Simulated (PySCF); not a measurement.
Computed shifts of a molecule C₅H₁₀O, PBE/pcSseg-1 (PySCF), GIAO, gas phase, equivalent atoms averaged, in ppm (number of nuclei): ¹³C: 81.6 (1), 59.6 (1), 35.5 (2), 17.3 (1). ¹H: 3.93 (1), 3.55 (3), 2.50 (1), 2.48 (1), 2.27 (1), 1.96 (1), 1.95 (1), 1.75 (1). References: ¹³C against TMS (σ = 182.0 ppm); ¹⁷O against H2O (σ = 334.3 ppm); ¹H against TMS (σ = 31.49 ppm), references at their B3LYP-D3(BJ)/def2-TZVP geometries, non-relativistic. Coordinates come from a B3LYP-D3(BJ)/def2-SVP optimisation. The values are those of a single conformer.

Q: Pick the molecule that these values belong to.
A) OCC1CCC1
B) C=C[C@H](C)CO
C) COC1CCC1
D) C=COC(C)C

A: C, COC1CCC1
